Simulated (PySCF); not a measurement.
Species: C3H8SeSi.
SMILES with atom numbers: `[SeH:1][SiH2:2][CH:3]1[CH2:4][CH2:5]1` (hydrogens: H6 on Se1; H7, H8 on Si2; H9 on C3; H10, H11 on C4; H12, H13 on C5)

Method: PBE0-D3(BJ)/def2-SVP geometry optimisation, gas phase (PySCF 2.14.0); density fitting, grid level 1; the optimiser is geomeTRIC in internal coordinates, started from a GFN2-xTB structure with every atom displaced at random (about 0.01 Å).

Step 0: E = -76441.1713 eV
```
atom  x, y, z in Å  |  force x, y, z in eV/Å
Se1     3.1017   -0.7647    0.2880    0.554   1.177  -0.364
Si2     1.3168    0.7285    0.2004    0.244  -1.197  -0.596
C3     -0.1855   -0.1545   -0.5383    1.511   1.155   0.746
C4     -1.2415   -0.6258    0.3653   -1.380  -0.634   0.441
C5     -1.5027    0.5316   -0.5414    0.099   0.668   1.048
H6      2.2967   -1.9020    0.5698   -0.784  -0.909   0.295
H7      1.0562    1.1876    1.5656   -0.333   0.307   0.446
H8      1.8202    1.8295   -0.6453    0.059   0.272  -0.106
H9      0.0337   -0.7752   -1.3713    0.316  -0.688  -1.043
H10    -1.7613   -1.5665    0.1405    0.165   0.055  -0.099
H11    -1.2010   -0.4491    1.4389    0.208   0.168   0.200
H12    -2.1344    0.4127   -1.3843   -0.760  -0.314  -1.018
H13    -1.5932    1.5309   -0.0981    0.101  -0.061   0.051
```

Q: Estimate the geometry and energy of step 1. (The exact step hangs on the optimiser's Hessian estimate; all steps are aligned on step 0, rigid shifts and turns removed.)

A: E = -76441.3373 eV, largest force 0.681 eV/Å
```
atom  x, y, z in Å  |  force x, y, z in eV/Å
Se1     3.0879   -0.7877    0.3172   -0.310  -0.597   0.106
Si2     1.3631    0.6932    0.1470   -0.356   0.255   0.108
C3     -0.1652   -0.1027   -0.5674    0.271  -0.285  -0.207
C4     -1.2302   -0.6534    0.3553    0.101   0.111  -0.023
C5     -1.5217    0.5460   -0.4814   -0.143  -0.077  -0.196
H6      2.1857   -1.9229    0.7194    0.376   0.543  -0.132
H7      0.9559    1.2714    1.4697    0.069  -0.035   0.020
H8      1.8947    1.8179   -0.6819    0.051  -0.066  -0.031
H9      0.0332   -0.7036   -1.4691   -0.111   0.124   0.105
H10    -1.6906   -1.6022    0.0817   -0.069  -0.108  -0.023
H11    -1.1050   -0.5091    1.4313    0.007  -0.001   0.073
H12    -2.1926    0.4191   -1.3425    0.127   0.068   0.139
H13    -1.6093    1.5171    0.0103   -0.013   0.070   0.061
```

The energy changes by -0.1660 eV. The first-order estimate −F·Δx gives -0.4294 eV and the mean of the old and new forces, exact on a quadratic surface, -0.1645 eV. The step makes an angle of 74° with the force vector and moves no atom by more than 0.188 Å.

What follows is the cost of the whole optimisation. Time: 85 s of wall time; peak memory 0.51 GiB. Hardware: an Arm Neoverse V1 with one thread, on a shared host.
